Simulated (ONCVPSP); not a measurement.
## Wu-Cohen ONCV dataset for phosphorus (P), scalar-relativistic all-electron reference.

```json
{"Element": "phosphorus (P)", "Generator": "ONCVPSP 4.0.1", "Type": "optimised norm-conserving Vanderbilt (ONCV)", "Functional": "Wu-Cohen", "Relativity": "scalar-relativistic", "Frozen core": "[He]", "Valence charge": "13", "Reference configuration": "2s2 2p6 3s2 3p3", "Partial waves": "2s+3s: rc 0.95 bohr, ncon 4, nbas 9, qcut 12.8 1/bohr, 2 projectors; 2p+3p: rc 0.85 bohr, ncon 4, nbas 7, qcut 19.1 1/bohr, 2 projectors; d scattering state at 0.41 Ha: rc 0.85 bohr, ncon 3, nbas 7, qcut 11.7 1/bohr, 2 projectors, debl 2.3 Ha", "Local potential": "polynomial inside 0.55 bohr (lpopt 5, dvloc0 4 Ha)", "Core correction": "Teter function, fcfact 4.5, rcfact 1.45"}
```

All-electron outer shells of the reference configuration (Wu-Cohen, scalar-relativistic, ld1.x):

```json
{"shell": "1s", "level (eV)": "-2082.81", "outermost node (bohr)": "–", "outermost maximum (bohr)": "0.07"}
{"shell": "2s", "level (eV)": "-173.69", "outermost node (bohr)": "0.14", "outermost maximum (bohr)": "0.42"}
{"shell": "2p", "level (eV)": "-124.48", "outermost node (bohr)": "–", "outermost maximum (bohr)": "0.36"}
{"shell": "3s", "level (eV)": "-13.93", "outermost node (bohr)": "0.65", "outermost maximum (bohr)": "1.58"}
{"shell": "3p", "level (eV)": "-5.48", "outermost node (bohr)": "0.64", "outermost maximum (bohr)": "1.83"}
```

Task: Estimate the cutoffs (Ha) at which the residual kinetic energy of the hardest occupied pseudo-wave falls to 1 and 0.1 mHa per electron.

Result: 129 Ha and 146 Ha.

Task: Does the potential have ghost states?

Result: No bound ghost flagged; no localised positive-energy state flagged.

Task: Which valence shell sets the plane-wave cutoff?

Result: 2p: 129 Ha for 1 mHa per electron, against 111 Ha for 3p.

Task: Tests: 2s2 2p6 3s2 3p2; 2s2 2p6 3s2 3p1; 2s2 2p6 3s2 3p0; 2s2 2p6 3s1 3p4. Which has the largest error in its energy relative to the reference configuration, and how large is it?

Result: 2s2 2p6 3s2 3p0, with +9.2 meV (all-electron minus pseudo) on +58.60 eV.
